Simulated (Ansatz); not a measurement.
Abridged output of a molecular run in Ansatz:

```
Functional definition: HF
1688 factors; integrals over basis functions are off by at most 1.2e-3 eV
mean field evaluation 1: about -17161.2084 eV, gradient 3.9e1 eV
mean field evaluation 2: about -17161.5471 eV, gradient 3.9e1 eV
mean field evaluation 4: about -17165.5210 eV, gradient 5.4e0 eV
mean field evaluation 8: about -17165.6199 eV, gradient 4.2e-1 eV
mean field evaluation 16: about -17165.6214 eV, gradient 1.9e-6 eV
mean field -17165.62139600 eV, -630.8249510270 hartree, gradient 1.9e-6 eV, S^2 0.000000; 0 other end points of the search recorded, 0 dependent functions left out
10 core orbitals not correlated: weight in the atoms' cores, before any rotation towards them, 1.000 or more for the frozen orbitals, at most 0.000 for the correlated occupied ones
reference -17165.62139600 eV, -630.8249510270 hartree; 17, 17 occupied and 254, 254 virtual orbitals, 1688 factors
second order -28.71845782 eV of doubles, -0.00000000 eV of singles
cycle   1  -28.85144294 eV  change   -1.3e-1 eV  update   1.3e-1
cycle   2  -29.58316818 eV  change   -7.3e-1 eV  update   3.9e-2
cycle   3  -29.75970280 eV  change   -1.8e-1 eV  update   2.3e-2
cycle   4  -29.74037974 eV  change    1.9e-2 eV  update   7.6e-3
cycle   5  -29.73615519 eV  change    4.2e-3 eV  update   4.6e-3
cycle   6  -29.73797679 eV  change   -1.8e-3 eV  update   1.7e-3
cycle   7  -29.73739933 eV  change    5.8e-4 eV  update   9.7e-4
cycle   8  -29.73725500 eV  change    1.4e-4 eV  update   3.3e-4
cycle   9  -29.73757307 eV  change   -3.2e-4 eV  update   1.3e-4
cycle  10  -29.73758720 eV  change   -1.4e-5 eV  update   4.4e-5
cycle  11  -29.73757189 eV  change    1.5e-5 eV  update   1.5e-5
perturbative correction -1.40042438 eV, -0.0514646466 hartree
Total energy: -17196.75939227 eV, -631.9692512837 hartree
```

Its atoms:

Z-matrix (Å, degrees):
```
N
C 1 1.481
H 1 1.017 2 112.1
H 1 1.061 2 103.9 3 -118.8
H 1 1.017 2 112.1 3 122.4
C 2 1.406 1 110.0 3 118.7
B 2 1.476 1 120.2 3 -61.3
O 6 1.331 2 115.8 1 -180.0
S 6 1.687 2 124.1 1 0.0
H 7 1.205 2 119.0 1 -0.0
H 7 1.192 2 121.1 1 -180.0
H 8 0.966 6 106.9 2 -180.0
```

Task: Which basis set was used?
A. def2-QZVPP
B. def2-SVP
C. def2-TZVPP
D. def2-TZVPPD

Result: C. It gives 281 functions.

Task: Write the keys of the input that set method, charge and spin (a neutral closed shell needs none for the last two).

Result: 
```yaml
correlation: {method: ccsd_t}
```
